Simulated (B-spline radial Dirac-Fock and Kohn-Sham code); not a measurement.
**Photoionisation of chromium ions at W Kα (59318.2 eV)**

These are calculated numbers from a radial atomic solver; the model is a relativistic central-field model (Hartree-Slater potential of the initial state, Latter tail, multipole expansion of the photon field, Dirac-Fock thresholds). Cross sections in kb; a dash marks an empty subshell or a threshold above the photon energy.

| ion | configuration | total | 1s | 2s | 2p1/2 | 3s | 3p1/2 |
| --- | --- | --- | --- | --- | --- | --- | --- |
| Cr²⁺ | [Ar] 3d4 | 0.06709 | 0.0606 | 0.00517 | 0.000185 | 0.000733 | 2.50e-05 |
| Cr¹¹⁺ | [Ne] 3s2 3p1 | 0.06749 | 0.0606 | 0.00527 | 0.000190 | 0.00104 | 6.68e-06 |
| Cr¹⁶⁺ | [He] 2s2 2p4 | 0.06694 | 0.0608 | 0.00572 | 0.000142 | – | – |
| Cr¹⁷⁺ | [He] 2s2 2p3 | 0.06712 | 0.0609 | 0.00590 | 0.000112 | – | – |
